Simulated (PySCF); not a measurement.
r2SCAN on Ge⁻ (germanium, charge -1), [Ar] 3d10 4s2 4p3, high-spin 4S determinant. All numbers are calculated (PySCF 2.14, the non-relativistic Hamiltonian (point nucleus), in def2-QZVPPD (12s7p5d4f1g, 95 functions)).

```
cycle= 1 E= -2076.99844239924  delta_E= -0.0132  |g|= 0.147  |ddm|= 0.183
cycle= 2 E= -2076.99692144964  delta_E= 0.00152  |g|= 0.188  |ddm|= 0.0927
cycle= 3 E= -2077.00060782018  delta_E= -0.00369  |g|= 0.00743  |ddm|= 0.0519
cycle= 4 E= -2077.00063288816  delta_E= -2.51e-05  |g|= 0.000632  |ddm|= 0.0101
cycle= 5 E= -2077.00063323663  delta_E= -3.48e-07  |g|= 0.00011  |ddm|= 0.00203
cycle= 6 E= -2077.00063325853  delta_E= -2.19e-08  |g|= 2.47e-05  |ddm|= 0.000675
cycle= 7 E= -2077.00063325998  delta_E= -1.45e-09  |g|= 3.95e-06  |ddm|= 0.000293
cycle= 8 E= -2077.00063326002  delta_E= -3.91e-11  |g|= 6.54e-07  |ddm|= 7.54e-05
converged SCF energy = -2077.00063326002  <S^2> = 3.7513107  2S+1 = 4.0006553
```

Highest occupied orbital energy: 1.363 eV; ⟨L²⟩ = 0.00; populations by l: s 8.00, p 15.00, d 10.00, f 0.00.

Question: Can this result be used?

Answer: With care. Self-consistency was reached. At r2SCAN the highest occupied level has a positive energy, so only the finite basis holds that electron; in a semilocal or global hybrid functional this comes from self-interaction and does not mean that the real anion is unbound.
